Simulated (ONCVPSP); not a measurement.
**What one change does to a pseudopotential (osmium, ONCV)**

ONCVPSP 4.0.1 input, shortened (lines: element, Z, core and valence counts, functional; n l f; lmax; l rc ep ncon nbas qcut; lloc lpopt rc5 dvloc0; l nproj debl; icmod fcfact rcfact), BLYP, scalar-relativistic:

```
  Os 76.00   12    2  -106131      upf
    1    0    2.00
    2    0    2.00
    2    1    6.00
    3    0    2.00
    3    1    6.00
    3    2   10.00
    4    0    2.00
    4    1    6.00
    4    2   10.00
    4    3   14.00
    5    0    2.00
    5    1    6.00
    5    2    6.00
    6    0    2.00
    2
    0    2.40    0.00    4    8    2.20
    1    2.20    0.31    4    8    3.40
    2    1.60    0.00    4    7    6.20
    4    4    1.45    1.00
    0    1    2.50
    1    1    0.80
    2    1    3.70
    0    0.00    0.00
```

All-electron outer shells of the reference configuration (BLYP, scalar-relativistic, ld1.x):

```tsv
shell	level (eV)	outermost node (bohr)	outermost maximum (bohr)
5p	-50.68	0.55	1.03
5d	-6.11	0.60	1.36
6s	-6.06	1.20	2.48
```

Change: core correction Teter function, fcfact 2.75, rcfact 1.15.

Cutoffs: the cutoffs (Ha) at which the residual kinetic energy of the hardest occupied pseudo-wave falls to 1 and 0.1 mHa per electron; they do not see the model core or the augmentation charge, which bear on the density cutoff. Errors are all-electron minus pseudo energies relative to the spin-unpolarised reference configuration.

Task: What does the change do?

Result: The potential gets neither clearly harder nor softer (16 Ha and 28 Ha → 16 Ha and 28 Ha); both files keep a bound ghost (s); of the 3 tests that both files solve, the error grows in 0 and shrinks in 3 by more than 15 % and 0.3 meV (median size 55.0 → 35.1 meV). Exchange and correlation are not linear in the density, so unscreening with the valence charge alone errs where core and valence overlap; a model core restores that term. A model core, the more so a compact one, raises the density cutoff, which this test does not measure.

```tsv
quantity	base	changed
cutoff, loose	16 Ha	16 Ha
cutoff, tight	28 Ha	28 Ha
bound ghosts	s	s
GHOST(+) flags under 300 eV	p at 4.7 eV	p at 4.7 eV
tests with a reliable result	3 of 4	3 of 4
error for 5d6 6s1, meV [ΔE 9.53 eV]	+6.7	+3.5
error for 5d6 6s0, meV [ΔE 26.52 eV]	+55	+35
error for 5d5 6s0, meV [ΔE 55.28 eV]	+139	+91
s: phases at 2.43 bohr within 0.05 rad from the reference energy up to (Ha; the scan ends near 5)	1.6	1.6
p: phases at 2.23 bohr within 0.05 rad from the reference energy up to (Ha; the scan ends near 5)	0.6	0.6
d: phases at 1.63 bohr within 0.05 rad from the reference energy up to (Ha; the scan ends near 5)	4.1	4.1
```

 A true bound ghost makes a file unfit for plane-wave use even where its test errors are small: the radial tests pick states by their node count and pass the ghost by.
